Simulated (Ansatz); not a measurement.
A CCSD(T) single point on FH₃O₂SeZr (`[OH][Zr]([OH])([F])[SeH]`).

```yaml
crystal:
  periodic: [false, false, false]
  atoms:
    - {symbol: O, position_ang: [-0.602243, 1.612458, -0.225837]}
    - {symbol: Zr, position_ang: [0.085464, -0.159932, -0.344850]}
    - {symbol: O, position_ang: [1.971299, -0.275140, -0.132402]}
    - {symbol: F, position_ang: [-0.437918, -0.874602, -2.035986]}
    - {symbol: Se, position_ang: [-0.893577, -1.592567, 1.598942]}
    - {symbol: H, position_ang: [-0.795836, 2.532169, -0.069935]}
    - {symbol: H, position_ang: [2.912616, -0.146007, -0.056629]}
    - {symbol: H, position_ang: [-2.239804, -1.096378, 1.266718]}
basis:
  gaussian: {orbitals: def2-TZVPP}
correlation: {method: ccsd_t}
output: {orbitals: {seedname: orbitals}}
```

```sh
$ ansatz run in.yaml --threads 4 --pin off --events-out ev --progress --plain --max-ram 10444MiB
```

Log, shortened:

```
Functional definition: HF
1551 factors; integrals over basis functions are off by at most 1.0e-3 eV
mean field evaluation 1: about -73400.2295 eV, gradient 6.6e1 eV
mean field evaluation 2: about -73400.3985 eV, gradient 6.6e1 eV
mean field evaluation 4: about -73407.6887 eV, gradient 3.1e0 eV
mean field evaluation 8: about -73407.7650 eV, gradient 3.2e-1 eV
mean field evaluation 16: about -73407.7659 eV, gradient 1.9e-6 eV
mean field -73407.76585849 eV, -2697.6856377289 hartree, gradient 1.9e-6 eV, S^2 0.000000; 0 other end points of the search recorded, 0 dependent functions left out
12 core orbitals not correlated: weight in the atoms' cores, before any rotation towards them, 1.000 or more for the frozen orbitals, at most 0.000 for the correlated occupied ones
reference -73407.76585849 eV, -2697.6856377289 hartree; 25, 25 occupied and 202, 202 virtual orbitals, 1551 factors
second order -36.99724410 eV of doubles, -0.00000000 eV of singles
cycle   1  -35.90382549 eV  change     1.1e0 eV  update   1.7e-1
cycle   2  -36.78778524 eV  change   -8.8e-1 eV  update   7.1e-2
cycle   3  -37.04475016 eV  change   -2.6e-1 eV  update   3.1e-2
cycle   4  -37.02074436 eV  change    2.4e-2 eV  update   9.4e-3
cycle   5  -37.00878734 eV  change    1.2e-2 eV  update   3.3e-3
cycle   6  -37.01062911 eV  change   -1.8e-3 eV  update   1.2e-3
cycle   7  -37.01082005 eV  change   -1.9e-4 eV  update   4.0e-4
cycle   8  -37.01044450 eV  change    3.8e-4 eV  update   1.9e-4
cycle   9  -37.01050695 eV  change   -6.2e-5 eV  update   6.3e-5
cycle  10  -37.01058496 eV  change   -7.8e-5 eV  update   2.7e-5
cycle  11  -37.01053307 eV  change    5.2e-5 eV  update   1.2e-5
perturbative correction -1.45959860 eV, -0.0536392590 hartree
Total energy: -73446.23599016 eV, -2699.0993889916 hartree
```

It took 7.6 min on 4 threads of an Arm Neoverse V1 on a shared host, with 5.6 GiB of host memory at the peak.

Correlation energy per correlated electron: -0.769 eV. T1 diagnostic: 0.0157.
